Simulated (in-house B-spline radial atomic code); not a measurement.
A fraction x of an electron is removed from 4f in Ho II (Ho+), starting from [Xe] 4f11 6s1 and keeping the highest spin. Method: scalar-relativistic (X2C) BHandHLYP, spin-polarised, spherical fractional occupations, Fermi nucleus of rms radius 5.2022 fm. Calculated with a B-spline radial code for spherical atoms.

Caution: exact exchange at fractional occupations of open shells leaves self-interaction of up to several eV.

```json
{"x": "0", "E(x) - E(0) (eV)": "0.0000", "4f down level (eV)": "-7.541"}
{"x": "0.09", "E(x) - E(0) (eV)": "0.7296", "4f down level (eV)": "-8.678"}
{"x": "0.17", "E(x) - E(0) (eV)": "1.4651", "4f down level (eV)": "-9.714"}
{"x": "0.26", "E(x) - E(0) (eV)": "?", "4f down level (eV)": "?"}
{"x": "0.44", "E(x) - E(0) (eV)": "4.5767", "4f down level (eV)": "-13.374"}
{"x": "0.5", "E(x) - E(0) (eV)": "5.4044", "4f down level (eV)": "-14.219"}
{"x": "0.54", "E(x) - E(0) (eV)": "5.9845", "4f down level (eV)": "-14.788"}
{"x": "0.66", "E(x) - E(0) (eV)": "?", "4f down level (eV)": "?"}
{"x": "0.77", "E(x) - E(0) (eV)": "9.7691", "4f down level (eV)": "-18.146"}
{"x": "0.93", "E(x) - E(0) (eV)": "12.8652", "4f down level (eV)": "-20.565"}
{"x": "1", "E(x) - E(0) (eV)": "14.3424", "4f down level (eV)": "-21.644"}
```

Task: What belongs in the row x = 0.26?

Result: An energy change of 2.3929 eV; 4f down at -10.907 eV.

Task: What belongs in the row x = 0.66?

Result: An energy change of 7.8627 eV; 4f down at -16.522 eV.

Task: Check Janak's theorem between x = 0.09 and 0.17.

Result: The slope of the energy is 9.19 eV; the orbital levels give 9.20 eV (-ε of the emptying orbital, averaged over the two points).
